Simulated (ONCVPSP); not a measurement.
## Varying the ONCV potential for P

Base potential:

P (Z = 15), optimised norm-conserving Vanderbilt (ONCV), made with ONCVPSP 4.0.1 (PBE, scalar-relativistic). Core [He], reference 2s2 2p6 3s2 3p2.5 (charge +0.5). Waves: 2s+3s: rc 0.90 bohr, ncon 5, nbas 9, qcut 11.4 1/bohr, 2 projectors; 2p+3p: rc 0.70 bohr, ncon 4, nbas 8, qcut 24.7 1/bohr, 2 projectors; d scattering state at 0.04 Ha: rc 0.75 bohr, ncon 4, nbas 8, qcut 15.3 1/bohr, 2 projectors, debl 1.1 Ha. Local part: polynomial inside 0.45 bohr (lpopt 5, dvloc0 1 Ha). Core correction: Teter function, fcfact 2.5, rcfact 1.05.

All-electron outer shells of the reference configuration (PBE, scalar-relativistic, ld1.x):

```json
{"shell": "1s", "level (eV)": "-2089.26", "outermost node (bohr)": "–", "outermost maximum (bohr)": "0.07"}
{"shell": "2s", "level (eV)": "-179.00", "outermost node (bohr)": "0.14", "outermost maximum (bohr)": "0.42"}
{"shell": "2p", "level (eV)": "-129.51", "outermost node (bohr)": "–", "outermost maximum (bohr)": "0.36"}
{"shell": "3s", "level (eV)": "-18.43", "outermost node (bohr)": "0.65", "outermost maximum (bohr)": "1.56"}
{"shell": "3p", "level (eV)": "-9.67", "outermost node (bohr)": "0.64", "outermost maximum (bohr)": "1.79"}
```

Cutoffs, loose and tight: the cutoffs (Ha) at which the residual kinetic energy of the hardest occupied pseudo-wave falls to 1 and 0.1 mHa per electron. They do not see the model core or the augmentation charge, which bear on the density cutoff. Test errors are all-electron minus pseudo excitation energies from the reference, over the configurations 2s2 2p6 3s2 3p3; 2s2 2p6 3s2 3p2; 2s2 2p6 3s2 3p1; 2s1 2p6 3s2 3p3. A dash means not determined; rows that change the core or the reference have their own tests.

| change | outcome | cutoff, loose | cutoff, tight | bound ghosts | GHOST(+) flags above zero | largest test error (meV) |
| --- | --- | --- | --- | --- | --- | --- |
| base | generated | 194 Ha | 223 Ha | none | none | -340 |
| core correction Teter function, fcfact 4.8, rcfact 1.05 | generated | 194 Ha | 223 Ha | none | none | -343 |
| core correction Teter function, fcfact 2.5, rcfact 1.84 | generated | 194 Ha | 223 Ha | none | none | -346 |
| s: qcut 7.9 | generated | 194 Ha | 223 Ha | none | none | -305 |
| p: rc 0.82 | generated | 155 Ha | 178 Ha | none | none | -392 |
| core correction Teter function, fcfact 1.75, rcfact 1.15 | generated | 194 Ha | 223 Ha | none | none | -340 |
| reference 2s2 2p6 3s2 3p3 | generated | 194 Ha | 223 Ha | none | none | +6.6 |
| local potential polynomial inside 0.45 bohr (lpopt 5, dvloc0 -2 Ha) | generated | 194 Ha | 223 Ha | none | none | -340 |
